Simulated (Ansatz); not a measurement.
What each rung costs, and what it gives

Saddle point of SiH4S2O2, singlet (SiH₄S₂O₂ ([OH][Si]([OH])([SH])[SH]) → SiH₂SO₂ ([OH][Si]([OH])[S]) + H₂S (still joined by a long Si–S bond); bonds formed: S2–H4; bonds broken: S3–H4; bonds weakened to dative contacts: Si1–S2), PBE0-D4/def2-TZVP structure:

| atom | x (Å) | y (Å) | z (Å) |
| --- | --- | --- | --- |
| Si1 | -0.3889 | 0.2036 | -0.2411 |
| S2 | 1.5240 | -0.9467 | 0.5905 |
| S3 | 0.1824 | 0.0274 | -2.1529 |
| H4 | 1.4003 | -0.8214 | -0.8856 |
| O5 | -0.3608 | 1.6196 | 0.5578 |
| O6 | -1.6474 | -0.6392 | 0.3720 |
| H7 | 2.2440 | 0.1864 | 0.6598 |
| H8 | -0.9588 | 1.6928 | 1.3060 |
| H9 | -1.9950 | -1.3223 | -0.2065 |

Barriers are electronic and count from the start structure reached by relaxing down the imaginary mode.

Computed with Ansatz 0.2.0 (basis: as named in each row); correlated methods freeze the cores. B3LYP uses VWN-RPA correlation. Extrapolation: Hartree–Fock as exp(−7.88 √X), correlation as X^−2.97.

Times are rough, for one single point on 4 threads of a shared host (Arm Neoverse V1).

The estimate by CCSD(T) at an estimated basis limit (MP2 extrapolated from triple and quadruple zeta, plus CCSD(T) − MP2 in triple zeta) is 1.543 eV.

```tsv
method	basis	time (s)	barrier (eV)	method less estimate
HF	STO-3G	under 1	3.474	1.931
PBE-D4	STO-3G	under 1	1.787	0.243
SPW92	def2-SVP	under 1	1.077	-0.466
PBE-D4	def2-SVP	under 1	1.198	-0.345
B3LYP-D4	6-31G	under 1	1.538	-0.005
PBE0-D4	def2-SVP	1	1.391	-0.152
SPW92	def2-TZVPP	1	1.106	-0.437
BLYP-D4	def2-TZVPP	2	1.320	-0.224
PBE-D4	def2-TZVPP	2	1.216	-0.328
BHLYP-D4	def2-TZVPP	3	1.683	0.140
B3LYP-D4	def2-TZVPP	3	1.466	-0.077
PBE0-D4	def2-TZVPP	3	1.400	-0.143
CCSD(T)	def2-SVP	4	1.656	0.112
CAM-B3LYP-D4	def2-TZVPP	4	1.586	0.042
r2SCAN-D4	def2-TZVPP	5	1.352	-0.191
RPA on PBE	def2-TZVPP	5	1.561	0.018
wB97M-V	def2-SVP	5	1.523	-0.020
r2SCAN0-D4	def2-TZVPP	6	1.474	-0.069
B2PLYP	def2-TZVPP	6	1.510	-0.033
PBE-QIDH	def2-TZVPP	6	1.520	-0.024
wB97X-V	def2-TZVPP	8	1.617	0.074
B97M-V	def2-TZVPP	10	1.455	-0.089
wB97M-V	def2-TZVPP	10	1.548	0.004
MP2	def2-QZVPP	18	1.474	-0.069
CCSD(T)	def2-TZVPP	140	1.573	0.029
```

All methods are single points on the PBE0-D4 structures.

T1 diagnostic: at most 0.014.

Labels in which every atom is bracketed show which atoms are joined, not bond orders.
